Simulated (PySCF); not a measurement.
# Mn(3+) (manganese, charge +3): PBE0 calculation

Configuration: [Ar] 3d4, high-spin 5D determinant. Calculation: PySCF 2.14, in cc-pVDZ-DK; the spin-free X2C one-electron Hamiltonian (Gaussian nucleus).

| Property | Result |
| --- | --- |
| Total energy | -1156.233 hartree |
| One-electron energy | -1561.920 hartree |
| Hartree (Coulomb) energy | 457.076 hartree |
| Exchange-correlation energy | -51.389 hartree |
| ⟨S²⟩ | 6.0005 |
| ⟨L²⟩ | 6.005 |
| Sum of ⟨r⟩ | 13.33 bohr |
| Sum of ⟨r²⟩ | 13.18 bohr² |
| Traceless quadrupole moment −½Σ⟨3z² − r²⟩ along its main axis | -0.355 e·bohr² |
| Langevin diamagnetic susceptibility | -10.4 ×10⁻⁶ cm³/mol |
| Time after the integrals | 0.67 s of wall time on 1 thread of Neoverse-V1 (shared host) |

```csv
shell,electrons,mean orbital energy (hartree),spread (hartree),"rms radius, mean of both spins (bohr)"
1s α,1,-239.07895,0,0.0703
1s β,1,-239.07799,0,0.0703
2s α,1,-29.31029,0,0.303
2s β,1,-29.22660,0,0.303
2p α,3,-25.01158,0.01761,0.273
2p β,3,-24.93982,0.03704,0.273
3s α,1,-4.77356,0,0.907
3s β,1,-4.56170,0,0.907
3p α,3,-3.55972,0.00993,0.969
3p β,3,-3.33179,0.07512,0.969
3d α,4,-1.68566,0.05165,1.15
```

Densities and radii are taken from the X2C orbitals without a picture-change correction, which distorts them close to the nucleus.
